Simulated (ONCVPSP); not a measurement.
## selenium: one change to an ONCV potential, before and after

selenium (Se), optimised norm-conserving Vanderbilt (ONCV), made with ONCVPSP 4.0.1 (LDA (Perdew-Wang 92), scalar-relativistic). Core [Ne] 3s2, reference 3p6 3d10 4s2 4p4. Waves: 4s: rc 1.55 bohr, ncon 4, nbas 8, qcut 4.2 1/bohr, 2 projectors, debl 2.2 Ha; 3p+4p: rc 0.95 bohr, ncon 5, nbas 8, qcut 14.4 1/bohr, 2 projectors; 3d: rc 0.95 bohr, ncon 4, nbas 9, qcut 19.7 1/bohr, 2 projectors, debl 2.9 Ha; f scattering state at 0.18 Ha: rc 1.30 bohr, ncon 3, nbas 7, qcut 7.8 1/bohr, 3 projectors, debl 1.2 Ha. Local part: polynomial inside 0.75 bohr (lpopt 5, dvloc0 -1 Ha). Core correction: none.

All-electron outer shells of the reference configuration (LDA (PZ), scalar-relativistic, ld1.x):

```csv
shell,level (eV),outermost node (bohr),outermost maximum (bohr)
2p,-1412.93,–,0.13
3s,-212.67,0.24,0.50
3p,-152.70,0.21,0.50
3d,-53.39,–,0.45
4s,-17.49,0.70,1.51
4p,-6.66,0.74,1.80
```

Change: functional PW91.

Cutoffs: the cutoffs (Ha) at which the residual kinetic energy of the hardest occupied pseudo-wave falls to 1 and 0.1 mHa per electron; they do not see the model core or the augmentation charge, which bear on the density cutoff. Errors are all-electron minus pseudo energies relative to the spin-unpolarised reference configuration.

What does the change do?

The potential gets neither clearly harder nor softer (138 Ha and 154 Ha → 138 Ha and 154 Ha); both files keep a bound ghost (f, s); of the 4 tests that both files solve, the error grows in 4 and shrinks in 0 by more than 15 % and 0.3 meV (median size 4.1 → 5.2 meV).

| quantity | base | changed |
| --- | --- | --- |
| cutoff, loose | 138 Ha | 138 Ha |
| cutoff, tight | 154 Ha | 154 Ha |
| loose cutoff by channel | s 20 Ha, p 71 Ha, d 138 Ha | s 20 Ha, p 71 Ha, d 138 Ha |
| bound ghosts | s, f | s, f |
| GHOST(+) flags under 300 eV | none | none |
| error for 3p6 3d10 4s2 4p3, meV [ΔE 11.00 → 10.90 eV] | -2.0 | -2.6 |
| error for 3p6 3d10 4s2 4p2, meV [ΔE 31.56 → 31.33 eV] | -6.1 | -7.7 |
| error for 3p6 3d10 4s2 4p1, meV [ΔE 62.71 → 62.30 eV] | -13 | -16 |
| error for 3p6 3d10 4s2 4p3.5, meV [ΔE 4.38 → 4.34 eV] | -0.7 | -1.0 |
| s: phases at 1.57 bohr within 0.05 rad from the reference energy up to (Ha; the scan ends near 5) | n/a | n/a |
| p: phases at 0.96 bohr within 0.05 rad from the reference energy up to (Ha; the scan ends near 5) | to the end of the scan | to the end of the scan |
| d: phases at 0.96 bohr within 0.05 rad from the reference energy up to (Ha; the scan ends near 5) | to the end of the scan | to the end of the scan |
| f: phases at 1.32 bohr within 0.05 rad from the reference energy up to (Ha; the scan ends near 5) | to the end of the scan | to the end of the scan |

 A true bound ghost makes a file unfit for plane-wave use even where its test errors are small: the radial tests pick states by their node count and pass the ghost by.
